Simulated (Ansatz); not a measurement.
`[O]=[W](=[O])([F])[F]` + dimethylamine → `C[N](C)[W](=[O])(=[O])[F]` + H–F at 298.15 K and 1 bar (ligand exchange at a W–F bond).

Gas-phase electronic energies from Ansatz, PBE0-D4/def2-TZVP geometries. CBS: MP2 limit from def2 TZ/QZ plus the TZ coupled-cluster correction, frozen cores. This one scheme is used for every species. Elements past krypton have def2 core potentials. For W outer-core shells are correlated without core-valence functions, which leaves a few kJ/mol of doubt a bond. Each species was taken in one conformer, which may not be the lowest.

| species | CCSD(T)/CBS energy (Eh) | H − E (kJ/mol) | S (J/(mol·K)) |
| --- | --- | --- | --- |
| `[O]=[W](=[O])([F])[F]` | -417.08739 | 45.9 | 321.7 |
| `CNC` | -135.00321 | 256.9 | 271.4 |
| `C[N](C)[W](=[O])(=[O])[F]` | -451.69287 | 266.0 | 403.7 |
| H–F | -100.39570 | 33.5 | 173.6 |

H − E and S are ideal-gas, rigid-rotor, harmonic terms from PBE0-D4/def2-TZVP, for one conformer and one mirror image of each species. 1 Eh = 2625.50 kJ/mol, R = 8.31446 J/(mol·K).

By hand: ΔE, ΔH, ΔS and ΔG.

ΔE = (-451.69287) + (-100.39570) − (-417.08739) − (-135.00321) = 0.00203 Eh = 5.3 kJ/mol. Δ(H − E) = 266.0 + 33.5 − 45.9 − 256.9 = -3.3, so ΔH = 2.0 kJ/mol. ΔS = 403.7 + 173.6 − 321.7 − 271.4 = -15.8 J/(mol·K). ΔG = 2.0 − 298.15 × (-15.8)/1000 = 6.7 kJ/mol.

By hand: the equilibrium constant, and the temperature at which ΔG would vanish if ΔH and ΔS stayed fixed.

log₁₀ K = −ΔG/(RT ln 10) = -1.2. ΔH and −TΔS have one sign here, so there is no such temperature.

TΔS isn't small against ΔH here. A doubt of 5 kJ/mol in ΔE shifts log₁₀ K by 0.9 here. Other conformers and mirror images would add mixing entropy, several J/(mol·K) or more a flexible species. Modes under 60 cm⁻¹, often nearly free rotors, make the harmonic entropy too high. These are equilibria of isolated gas molecules and say nothing of rates. Largest T1 diagnostic: 0.023 (customary marks: 0.02 for closed shells, 0.045 for open ones).
